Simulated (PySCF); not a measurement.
# Spinor energies of Ir⁶⁷⁺ (iridium, charge +67)

Start: [Ne]. Calculated with PySCF 2.14 in an even-tempered Gaussian basis (16 s from 52 bohr⁻², ratio 2.4; 13 p from 68 bohr⁻², ratio 2.4; 5 d from 240 bohr⁻², ratio 2.6; 4 f from 360 bohr⁻², ratio 2.6): generalised Hartree-Fock with the X2C-1e Hamiltonian and a Gaussian nucleus; one run each with spin-orbit coupling (SO) switched off, then screened by Boettger's factors.

```json
{"spinor shell": "1s1/2", "electrons": "2", "ε, spin-free (eV)": "-82665.1", "ε, screened SO (eV)": "-82645.3", "weight of nominal j (screened SO)": "1.000", "rms radius, screened SO (bohr)": "0.0197"}
{"spinor shell": "2s1/2", "electrons": "2", "ε, spin-free (eV)": "-19266.9", "ε, screened SO (eV)": "-19262.0", "weight of nominal j (screened SO)": "1.000", "rms radius, screened SO (bohr)": "0.0781"}
{"spinor shell": "2p1/2", "electrons": "2", "ε, spin-free (eV)": "-17544.1", "ε, screened SO (eV)": "-18755.3", "weight of nominal j (screened SO)": "1.000", "rms radius, screened SO (bohr)": "0.0661"}
{"spinor shell": "2p3/2", "electrons": "4", "ε, spin-free (eV)": "-17544.1", "ε, screened SO (eV)": "-17066.6", "weight of nominal j (screened SO)": "1.000", "rms radius, screened SO (bohr)": "0.0734"}
```

```json
{"quantity": "E (hartree)", "spin-free": "-12073.19262", "screened SO": "-12092.82567"}
{"quantity": "M_J", "spin-free": "0", "screened SO": "0"}
{"quantity": "⟨J²⟩", "spin-free": "0.000", "screened SO": "0.000"}
{"quantity": "⟨L²⟩", "spin-free": "0.000", "screened SO": "0.041"}
{"quantity": "⟨S²⟩", "spin-free": "0.000", "screened SO": "0.041"}
```

Breit and QED terms are absent; they matter most for the inner s and p1/2 levels.

Densities and radii are taken from the X2C orbitals without a picture-change correction, which distorts them close to the nucleus.

Without spin-orbit coupling the j labels of p, d and f shells carry no meaning; the spin-free column gives the mean over the occupied spinors of each nl shell.
